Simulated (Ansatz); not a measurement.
**Question.** Name a neutral molecule of F, Nb, O and H with HOMO–LUMO gap (PBE0/def2-TZVPP) between 7.95 and 8.25 eV and LUMO energy (PBE/def2-TZVPP) between -3.45 and -3.15 eV (Ansatz, PBE0-D4/def2-TZVP geometry).

**Answer.** `[OH][Nb]([F])([F])([F])[F]` (8.19 eV, -3.22 eV). Other molecules can fit too; these were computed, each in one conformer that needn't be the lowest.
